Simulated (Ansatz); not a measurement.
System: SbH$_{5}$, net charge 0, singlet state. 
Coordinates optimised at B3LYP-D3(BJ)/def2-TZVP (Ansatz, a first-principles code):
SMILES: [SbH5]
```xyz
6

Sb     0.0000     0.0000     0.0000
H     -0.0107     0.0040     1.7743
H      0.0107    -0.0040    -1.7743
H      1.7149    -0.0292     0.0104
H     -0.8322     1.4998    -0.0084
H     -0.8827    -1.4706    -0.0020
```
Charge 0, spin multiplicity 1.

Property: atomisation energy (electronic, to ground-state atoms), in kcal/mol. Correlated levels leave the core frozen unless marked. Open shells are spin-unrestricted. Spin-orbit coupling is left out. Frozen are the shells of the preceding noble gas and the d and f shells that filled before the atom's block. Past Kr the def2 sets carry scalar-relativistic core potentials. The coupled-cluster limit lacks core correlation, which all-electron functionals hold. Basis-set limits of correlation are two-point, X^-3; Hartree-Fock from the larger set.

```
level              program  atomisation energy (kcal/mol)
-----------------  -------  -----------------------------
r2SCAN/def2-TZVPD   Ansatz                          250.6
```

**Question.** Estimate the value at CCSD(T)/CBS(def2-TZVPPD,def2-QZVPPD) as computed with Ansatz.

**Answer.** 255.2 kcal/mol
